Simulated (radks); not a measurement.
The numbers below are computed, except where a source is named.
Polarisability of the ruthenium ion Ru4+, [Kr] 4d4, at imaginary frequency. Level of theory: non-relativistic Kohn-Sham, LDA (Slater exchange, VWN5 correlation), spin-polarised, spherical densities, point nucleus; open shells are filled with parallel spins first (spin-orbit coupling, left out, can overturn this in heavy ions); relativity is left out, which matters for an element this heavy (a radial shooting solver on a logarithmic mesh with Libxc functionals). Response by self-consistent Sternheimer equations with the Hartree and adiabatic LDA kernel.

| w (hartree) | alpha1(iw) (bohr^3) |
|---|---|
| 0.00266 | 3.406 |
| 0.0143 | 3.405 |
| 0.0360 | 3.403 |
| 0.0697 | 3.396 |
| 0.118 | 3.377 |
| 0.186 | 3.337 |
| 0.280 | 3.256 |
| 0.413 | 3.105 |
| 0.605 | 2.847 |
| 0.892 | 2.445 |
| 1.35 | 1.891 |
| 2.12 | 1.237 |
| 3.59 | 0.6314 |
| 6.94 | 0.2359 |
| 17.5 | 0.05849 |

Static values: alpha1 = 3.406 bohr^3 (0.5047 angstrom^3; uncoupled 4.978). C6 = 13.47, triple-dipole C9 = 32.70 atomic units. One-pole (London) frequency 4 C6 / (3 alpha1^2) = 1.548 hartree, against 1.983 for minus the highest occupied eigenvalue. The dipole shielding factor is 0.909, as the force sum rule N/Z = 0.909 demands.
